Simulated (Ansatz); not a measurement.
**Worked example: BH2F + C2H2FI → BH2I + C2H2F2**

Species: BH2F `BF`, singlet; C2H2FI `C=C(F)I`, singlet; BH2I `BI`, singlet; C2H2F2 (vinylidene fluoride) `C=C(F)F`, singlet. The partners trade F for I: B–F and C–I bonds give way to B–I and C–F.

Shapes, held fixed at every level: PBE0-D4/def2-TZVP. Programs: Ansatz 0.2.0. The zero-point and thermal change to 298 K, harmonic and unscaled (PBE0-D4/def2-TZVP), is -0.2 kJ/mol.

At CCSD(T)/def2-TZVPP; 1 Eh = 2625.50 kJ/mol:

```
species  energy (Eh)
   BH2F  -125.759518
 C2H2FI  -474.112677
   BH2I  -323.125743
 C2H2F2  -276.719057
```

Work out ΔH(298 K) of the reaction at this level.


1. Products less reactants: (-323.125743) + (-276.719057) − [(-125.759518) + (-474.112677)] = 0.027395 Eh = +71.9 kJ/mol.
2. With the thermal change: +71.9 + (-0.2) = +71.7 kJ/mol.

Other levels give +65.5 (PBE-D4/def2-TZVPP) to +73.8 kJ/mol (B2PLYP/def2-TZVPP). No measured value is set beside it here. For atoms past krypton def2 sets carry core potentials with scalar relativity. Outer-core shells of I are correlated in most correlated rows, in sets that cover them unevenly.
